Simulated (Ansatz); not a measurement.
Reaction (redistribution): `[SiH3][SiH2][GeH2][GeH2][SiH2][GeH3]` + `[BH2][GeH2][SiH3]` → `[BH2][GeH2][SiH2][SiH3]` + `[SiH3][GeH2][GeH2][SiH2][GeH3]`

Program: Ansatz. Geometries: PBE0-D4/def2-TZVP. ΔE: electronic, gas phase. CCSD(T)/CBS adds triple-zeta CCSD(T) − MP2 to the extrapolated MP2 energy (def2 sets, frozen cores). DFT in def2-TZVPP. For Ge outer-core shells are correlated without core-valence functions, which leaves a few kJ/mol of doubt a bond. Scalar relativity is left out up to krypton. Each species was taken in one conformer, which may not be the lowest.

`[SiH3][SiH2][GeH2][GeH2][SiH2][GeH3]`:

```xyz
20

Si    0.777    2.601    0.173
Si   -0.636    1.672    1.788
Ge   -0.282   -0.668    2.069
Ge   -1.409   -1.943    0.337
Si   -0.819   -1.108   -1.810
Ge    1.552   -1.052   -2.009
H     0.495    2.028   -1.170
H     2.195    2.322    0.522
H     0.581    4.075    0.106
H    -0.393    2.368    3.083
H    -2.057    1.901    1.404
H     1.227   -0.975    2.021
H    -0.805   -1.114    3.449
H    -2.931   -1.846    0.557
H    -1.006   -3.426    0.451
H    -1.394   -1.960   -2.888
H    -1.372    0.266   -1.957
H     2.100   -2.486   -2.108
H     2.000   -0.266   -3.252
H     2.173   -0.391   -0.766
```

`[BH2][GeH2][SiH3]`:

```xyz
10

B    -0.565   -1.387   -1.295
Ge   -0.939   -0.160    0.291
Si    1.085    1.064    0.666
H    -0.093   -2.471   -1.127
H    -0.737   -1.002   -2.412
H    -1.260   -0.902    1.602
H    -2.047    0.879    0.037
H     0.903    2.012    1.797
H     2.197    0.133    0.994
H     1.454    1.834   -0.551
```

`[BH2][GeH2][SiH2][SiH3]`:

Cartesian coordinates in Å:
```
B -1.408 -1.813 -0.544
Ge -0.860 -0.104 -1.512
Si -0.059 1.351 0.218
Si 1.691 0.321 1.373
H -2.516 -1.946 -0.118
H -0.600 -2.663 -0.315
H -2.005 0.620 -2.243
H 0.310 -0.289 -2.497
H -1.170 1.656 1.163
H 0.400 2.632 -0.387
H 2.783 -0.031 0.425
H 1.189 -0.933 2.000
H 2.245 1.199 2.438
```

`[SiH3][GeH2][GeH2][SiH2][GeH3]`:

Cartesian coordinates in Å:
```
Si -0.924 -1.463 2.060
Ge -1.761 0.436 0.899
Ge 0.077 1.909 0.307
Si 1.798 0.605 -0.693
Ge 0.868 -0.737 -2.423
H -0.226 -1.023 3.298
H -2.018 -2.400 2.430
H 0.051 -2.178 1.194
H -2.793 1.188 1.760
H -2.464 -0.015 -0.396
H -0.411 2.988 -0.678
H 0.597 2.618 1.573
H 2.878 1.470 -1.244
H 2.392 -0.281 0.346
H 1.940 -1.603 -3.106
H 0.206 0.153 -3.488
H -0.209 -1.668 -1.839
```

| level | ΔE (kcal/mol) |
| --- | --- |
| PBE0-D4 | 0.6 |
| ωB97X-V | 0.5 |
| MP2/def2-TZVPP | 0.5 |
| MP2/CBS(def2) | 0.6 |

(1) What does CCSD(T)/CBS give? (Best estimate.)

Largest T1 diagnostic among the species: 0.013.

Results:

(1) The calculation gave: +0.6 kcal/mol. The listed levels differ from it by 0.0, -0.1, -0.1, 0.0 kcal/mol.

In def2-TZVPP, CCSD(T) changes the Hartree–Fock value by +1.3 kcal/mol (the triples alone add +0.2 kcal/mol) and MP2 by +1.3 kcal/mol. The D4 term adds +1.3 kcal/mol with B3LYP and +0.8 kcal/mol with PBE0; it sums over pairs of atoms, weighted by their polarisabilities, and B3LYP, whose exchange is more repulsive, gets the larger term.

B3LYP here is the variant with VWN-RPA as its local correlation; programs differ in this.
